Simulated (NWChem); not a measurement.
System: WNH3SO2; SMILES [O]=[W]([OH])([NH2])=[S]

NWChem input:

```
start job
memory heap 200 mb stack 900 mb global 1100 mb
geometry units angstroms noautoz
  W     -0.001130     0.133821    -0.060459
  O     -0.035336     0.767264     1.516955
  S      0.035718    -2.012461     0.001513
  O      1.503929     0.789162    -0.987577
  H      2.323581     1.153278    -0.637752
  N     -1.626109     0.680776    -0.947158
  H     -2.174235     1.484555    -0.650420
  H     -2.130338     0.122693    -1.631189
end
basis spherical
  * library def2-svp
end
ecp
  W library def2-ecp
end
dft
  xc b3lyp
  iterations 150
  mulliken
end
task dft energy
```

Output (shortened):

```
             Northwest Computational Chemistry Package (NWChem) 7.3.0
             --------------------------------------------------------

 C1  symmetry detected

                             Geometry "geometry" -> ""
                             -------------------------

 Output coordinates in angstroms (scale by  1.889725989 to convert to a.u.)

  No.       Tag          Charge          X              Y              Z
 ---- ---------------- ---------- -------------- -------------- --------------
    1 W                   74.0000     0.00944767     0.15179717     0.03410906
    2 O                    8.0000     0.00502591     0.67493692     1.65181122
    3 S                   16.0000     0.04122102    -1.99370285    -0.05275204
    4 O                    8.0000     1.49971455     0.86707658    -0.87236886
    5 H                    1.0000     2.32648107     1.20483734    -0.51297746
    6 N                    7.0000    -1.62941387     0.76130499    -0.78356122
    7 H                    1.0000    -2.16988245     1.54359169    -0.42234457
    8 H                    1.0000    -2.14728916     0.25258308    -1.49532603

 Effective nuclear repulsion energy (a.u.)     945.5923735258

                                 NWChem DFT Module
                                 -----------------

 Summary of "ao basis" -> "ao basis" (spherical)
 ------------------------------------------------------------------------------
       Tag                 Description            Shells   Functions and Types
 ---------------- ------------------------------  ------  ---------------------
 W                          def2-svp                12       32   6s3p2d1f
 O                          def2-svp                 6       14   3s2p1d
 S                          def2-svp                 8       18   4s3p1d
 H                          def2-svp                 3        5   2s1p
 N                          def2-svp                 6       14   3s2p1d

            General Information
            -------------------
          SCF calculation type: DFT
          Wavefunction type:  closed shell.
          No. of atoms     :     8
          No. of electrons :    56
           Alpha electrons :    28
            Beta electrons :    28
          Charge           :     0
          Spin multiplicity:     1
          Use of symmetry is: off; symmetry adaption is: off
          Maximum number of iterations: 150
          AO basis - number of functions:   107
                     number of shells:    47
          Convergence on energy requested:  1.00D-06
          Convergence on density requested:  1.00D-05
          Convergence on gradient requested:  5.00D-04

              XC Information
              --------------
                         B3LYP Method XC Potential
                     Hartree-Fock (Exact) Exchange  0.200
                        Slater Exchange Functional  0.800 local
                    Becke 1988 Exchange Functional  0.720 non-local
              Lee-Yang-Parr Correlation Functional  0.810
                  VWN I RPA Correlation Functional  0.190 local

             Grid Information
             ----------------
          Grid used for XC integration:  medium
          Radial quadrature: Mura-Knowles
          Angular quadrature: Lebedev.
          Tag              B.-S. Rad. Rad. Pts. Rad. Cut. Ang. Pts.
          ---              ---------- --------- --------- ---------
          W                   1.35      123           9.0       590
          O                   0.60       49          10.0       434
          S                   1.00       88          11.0       590
          H                   0.35       45          12.0       434
          N                   0.65       49          11.0       434
          Grid pruning is: on
          Number of quadrature shells:   493
          Spatial weights used:  Erf1

      Superposition of Atomic Density Guess
      -------------------------------------

 Sum of atomic energies:        -675.64826129

      Non-variational initial energy
      ------------------------------

 Total energy =    -669.399889
 1-e energy   =   -1486.526848
 2-e energy   =     543.653571
 HOMO         =      -0.337941
 LUMO         =      -0.012417

     ---------------------------------------------
      Total Density - Mulliken Population Analysis
     ---------------------------------------------

    Atom       Charge   Shell Charges
 -----------   ------   -------------------------------------------------------
    1 W   14    11.29   0.04 -0.35  1.80  0.54  0.41  0.06  5.49  0.58  0.17  1.99  0.42  0.14
    2 O    8     9.04   1.99  1.16  0.74  3.17  1.98  0.01
    3 S   16    16.91   2.00  1.99  1.24  0.69  5.94  1.95  3.08  0.02
    4 O    8     8.83   1.99  1.10  0.66  3.10  1.97  0.00
    5 H    1     0.64   0.52  0.06  0.06
    6 N    7     7.83   1.99  1.03  0.50  2.58  1.73  0.01
    7 H    1     0.73   0.58  0.11  0.04
    8 H    1     0.73   0.58  0.11  0.04

   convergence    iter        energy       DeltaE   RMS-Dens  Diis-err
 ---------------- ----- ----------------- --------- --------- ---------
 d= 0,ls=0.0,diis     1   -671.7848595040 -9.45D+02  4.71D-02  3.44D+00
 d= 0,ls=0.0,diis     2   -666.0937994121  5.69D+00  3.78D-02  5.00D+01
 d= 0,ls=0.0,diis     3   -672.0958494177 -6.00D+00  8.31D-03  1.17D+00
 d= 0,ls=0.0,diis     4   -672.1688554261 -7.30D-02  4.31D-03  5.03D-01
 d= 0,ls=0.0,diis     5   -672.2087908589 -3.99D-02  2.27D-03  8.29D-02
  Resetting Diis
 d= 0,ls=0.0,diis     6   -672.2202954418 -1.15D-02  4.65D-04  5.15D-03
 d= 0,ls=0.0,diis     7   -672.2208071020 -5.12D-04  5.51D-04  8.46D-04
 d= 0,ls=0.0,diis     8   -672.2202241054  5.83D-04  4.37D-04  6.00D-03
 d= 0,ls=0.0,diis     9   -672.2208804903 -6.56D-04  7.72D-05  1.89D-04
 d= 0,ls=0.0,diis    10   -672.2209000368 -1.95D-05  1.52D-05  8.87D-06
 d= 0,ls=0.0,diis    11   -672.2209008545 -8.18D-07  6.60D-06  5.72D-07

         Total DFT energy =     -672.220900854468
      One electron energy =    -1491.078050767765
           Coulomb energy =      603.886208349253
    Exchange-Corr. energy =      -58.502446173224
 Nuclear repulsion energy =      273.473387737268

 Numeric. integr. density =       56.000001330059

                       DFT Final Molecular Orbital Analysis
                       ------------------------------------

 Vector   26  Occ=2.000000D+00  E=-3.027500D-01
              MO Center= -5.2D-01, -4.3D-01, -2.0D-01, r^2= 4.3D+00
   Bfn.  Coefficient  Atom+Function         Bfn.  Coefficient  Atom+Function
  ----- ------------  ---------------      ----- ------------  ---------------
    58      0.363607  3 S  py                55      0.267024  3 S  py
    89     -0.248360  6 N  pz                92      0.201660  6 N  pz
    37     -0.199011  2 O  py                88      0.195919  6 N  py
    87      0.173242  6 N  px                 8      0.171838  1 W  py
    91     -0.167103  6 N  py                52      0.154959  3 S  py

 Vector   27  Occ=2.000000D+00  E=-2.703268D-01
              MO Center= -3.4D-02, -1.1D+00, -1.5D-01, r^2= 3.4D+00
   Bfn.  Coefficient  Atom+Function         Bfn.  Coefficient  Atom+Function
  ----- ------------  ---------------      ----- ------------  ---------------
    57      0.479610  3 S  px                54      0.362647  3 S  px
    16     -0.253645  1 W  d -2              51      0.206938  3 S  px
    69      0.155818  4 O  py                87      0.144297  6 N  px
    90     -0.143985  6 N  px                88      0.125852  6 N  py
    72      0.125091  4 O  py                86     -0.111705  6 N  s

 Vector   28  Occ=2.000000D+00  E=-2.565139D-01
              MO Center=  3.5D-02, -1.4D+00,  1.4D-01, r^2= 2.8D+00
   Bfn.  Coefficient  Atom+Function         Bfn.  Coefficient  Atom+Function
  ----- ------------  ---------------      ----- ------------  ---------------
    59      0.533234  3 S  pz                56      0.395788  3 S  pz
    53      0.225363  3 S  pz                38     -0.187402  2 O  pz
    37      0.175991  2 O  py                41     -0.150965  2 O  pz
    17     -0.139648  1 W  d -1              40      0.131879  2 O  py
     9     -0.114949  1 W  pz                58     -0.096462  3 S  py

 Vector   29  Occ=0.000000D+00  E=-7.772887D-02
              MO Center= -9.8D-02, -2.4D-01,  6.9D-02, r^2= 3.0D+00
   Bfn.  Coefficient  Atom+Function         Bfn.  Coefficient  Atom+Function
  ----- ------------  ---------------      ----- ------------  ---------------
    16      0.675948  1 W  d -2              57      0.384636  3 S  px
    19     -0.368461  1 W  d  1              36     -0.238907  2 O  px
    39     -0.216680  2 O  px                54      0.207784  3 S  px
    99      0.193382  7 H  s                104     -0.185173  8 H  s
    21      0.174686  1 W  d -2              17      0.144724  1 W  d -1

 Vector   30  Occ=0.000000D+00  E=-6.163050D-02
              MO Center= -1.5D-02,  6.2D-02, -5.7D-02, r^2= 2.7D+00
   Bfn.  Coefficient  Atom+Function         Bfn.  Coefficient  Atom+Function
  ----- ------------  ---------------      ----- ------------  ---------------
    17      0.631583  1 W  d -1              20      0.391623  1 W  d  2
    18     -0.354615  1 W  d  0              59      0.254257  3 S  pz
    37     -0.194628  2 O  py                40     -0.179639  2 O  py
    16     -0.168847  1 W  d -2              92     -0.166566  6 N  pz
    91      0.165029  6 N  py                69      0.162231  4 O  py

 Vector   31  Occ=0.000000D+00  E=-2.335503D-02
              MO Center=  2.9D-01,  1.5D-01, -1.4D-01, r^2= 4.7D+00
   Bfn.  Coefficient  Atom+Function         Bfn.  Coefficient  Atom+Function
  ----- ------------  ---------------      ----- ------------  ---------------
     6      0.652441  1 W  s                 20      0.507545  1 W  d  2
    58      0.412021  3 S  py                67     -0.409188  4 O  s
     5     -0.377086  1 W  s                 50      0.299303  3 S  s
    18      0.297062  1 W  d  0              86     -0.287453  6 N  s
    80      0.277509  5 H  s                 25      0.244388  1 W  d  2

     ---------------------------------------------
      Total Density - Mulliken Population Analysis
     ---------------------------------------------

    Atom       Charge   Shell Charges
 -----------   ------   -------------------------------------------------------
    1 W   14    13.10   0.04 -0.36  1.90  0.47  0.45 -0.01  5.61  0.52  0.28  3.42  0.61  0.18
    2 O    8     8.32   1.99  1.12  0.77  2.77  1.66  0.01
    3 S   16    16.28   2.00  1.98  1.27  0.67  5.93  1.80  2.60  0.04
    4 O    8     8.42   1.99  1.07  0.68  2.89  1.78  0.01
    5 H    1     0.77   0.66  0.04  0.07
    6 N    7     7.43   1.99  0.98  0.50  2.46  1.50  0.01
    7 H    1     0.84   0.70  0.09  0.04
    8 H    1     0.83   0.70  0.09  0.04

     -------------------------------------------
      Total Density - Lowdin Population Analysis
     -------------------------------------------

    Atom       Charge   Shell Charges
 -----------   ------   -------------------------------------------------------
    1 W   14    14.03   0.00  0.04  1.10  0.79  0.37  0.16  4.96  1.28  0.53  3.13  1.35  0.32
    2 O    8     8.14   1.98  0.98  0.70  2.64  1.83  0.02
    3 S   16    15.89   2.00  1.96  0.99  0.69  5.81  1.91  2.50  0.04
    4 O    8     8.14   1.97  0.88  0.60  2.73  1.95  0.01
    5 H    1     0.88   0.54  0.16  0.18
    6 N    7     7.12   1.97  0.72  0.45  2.26  1.71  0.02
    7 H    1     0.90   0.58  0.19  0.13
    8 H    1     0.90   0.58  0.19  0.13

     Multipole analysis of the density
     ---------------------------------

     L   x y z        total         alpha         beta         nuclear
     -   - - -        -----         -----         ----         -------
     0   0 0 0     -0.000000    -28.000000    -28.000000     56.000000

     1   1 0 0     -0.296769      0.387221      0.387221     -1.071211
     1   0 1 0      1.152412      9.181858      9.181858    -17.211303
     1   0 0 1     -0.776991      1.545208      1.545208     -3.867407

     2   2 0 0    -32.244969   -107.788974   -107.788974    183.332978
     2   1 1 0      0.130308      1.202327      1.202327     -2.274346
     2   1 0 1      2.749821     -1.197724     -1.197724      5.145269
     2   0 2 0    -41.826023   -166.495138   -166.495138    291.164253
     2   0 1 1     -0.451014      1.917988      1.917988     -4.286990
     2   0 0 2    -44.041226    -84.428840    -84.428840    124.816455
```

Level: B3LYP/def2-SVP with def2 effective core potentials on W. All runs use the structure optimised with PBE0/def2-SVP. No frequency run checked for a minimum. def2 effective core potentials on W; no spin-orbit coupling.
